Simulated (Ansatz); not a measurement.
This geometry of C₄H₃B (8 atoms, charge 0, multiplicity 1) is a first-order saddle point.

Method: RKS B3LYP/def2-SVP (Ansatz 0.2.0).

```xyz
8
Properties=species:S:1:pos:R:3
B -0.528 -0.452 -1.316
C -0.195 0.128 0.084
C 0.941 0.366 0.901
C 0.174 -0.266 1.905
C -0.898 0.527 1.276
H 0.321 -1.019 -1.952
H -1.637 -0.296 -1.756
H 1.821 1.012 0.858
```

**Question.** Which two structures does it join? (They come from a converged band through this point; their orientation in space is the band's.)

**Answer.** No bond is made or broken. The dihedral H6–B1–C2–C3 goes from -67 to 113°. The two ends are copies of one structure, up to a mirror image or an exchange of like atoms.

First end point:

```xyz
8
Properties=species:S:1:pos:R:3
B -0.543 -0.424 -1.307
C -0.106 0.217 0.016
C 0.921 0.164 0.939
C -0.126 0.020 1.925
C -0.726 1.023 1.110
H 0.107 -0.212 -2.299
H -1.527 -1.115 -1.348
H 2.001 0.328 0.963
```

Last end point:

```xyz
8
Properties=species:S:1:pos:R:3
B -0.542 -0.426 -1.306
C -0.108 0.219 0.015
C 0.920 0.167 0.938
C -0.126 0.018 1.924
C -0.727 1.022 1.111
H -1.523 -1.122 -1.345
H 0.106 -0.212 -2.299
H 2.000 0.334 0.962
```

**Question.** How far does it lie above each of them?

**Answer.** 9.0 kJ/mol above the first and 9.0 kJ/mol above the second. This is the barrier of this one path; another mechanism may lie lower.

The run took 3.1 min on 1 thread of Intel(R) Xeon(R) Processor @ 2.70GHz (shared host), peak memory 0.17 GiB.
